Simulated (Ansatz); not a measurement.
Frontier orbitals of C2H6AlClO.

Cartesian coordinates in Å:
```
C -0.8056 -0.0441 -1.8482
C -0.2390 0.2682 -0.5262
Cl 0.8714 1.7779 2.1439
O 0.1283 -0.5998 0.2520
Al 0.9001 -0.3801 2.0330
H -1.8011 0.4070 -1.9190
H -0.8544 -1.1162 -2.0264
H -0.1976 0.4486 -2.6147
H -0.1403 1.3211 -0.2233
H 2.3430 -0.9954 1.8063
H -0.2046 -1.0872 2.9225
```

The species carries charge 0 and has multiplicity 1. The bonds changed during the relaxation, so this is another structure than the one it started from. Geometry: relaxed with PBE0-D4/def2-TZVP. It is one conformer, not always the lowest. Basis def2-TZVPP, Ansatz 0.2.0.

```csv
functional,HOMO (eV),LUMO (eV)
ωB97X-V,-9.87,-0.24
```

(1) Give HOMO and LUMO (eV) with LDA (SPW92), PBE, revPBE, BLYP, r2SCAN, B97M-V, PBE0, B3LYP, r2SCANh, r2SCAN0, HSE06 (plane-wave form), BHLYP, CAM-B3LYP, LC-ωPBE, ωB97M-V, HF. (Estimate.)

Results:

(1) The calculation gave: 
```
             functional    HOMO   LUMO
            LDA (SPW92)   -6.31  -3.92
                    PBE   -6.24  -3.71
                 revPBE   -6.21  -3.63
                   BLYP   -6.13  -3.60
                 r2SCAN   -6.53  -3.54
                 B97M-V   -6.62  -3.46
                   PBE0   -7.47  -2.62
                  B3LYP   -7.27  -2.89
                r2SCANh   -6.98  -3.13
                r2SCAN0   -7.66  -2.51
HSE06 (plane-wave form)   -7.07  -3.01
                  BHLYP   -8.65  -1.37
              CAM-B3LYP   -8.84  -1.41
                LC-ωPBE  -10.23  -0.16
                ωB97M-V   -9.65  -0.32
                     HF  -10.54   1.73
```

B3LYP here is the variant with VWN-RPA as its local correlation; programs differ in this. LC-ωPBE has ω = 0.4 bohr⁻¹.
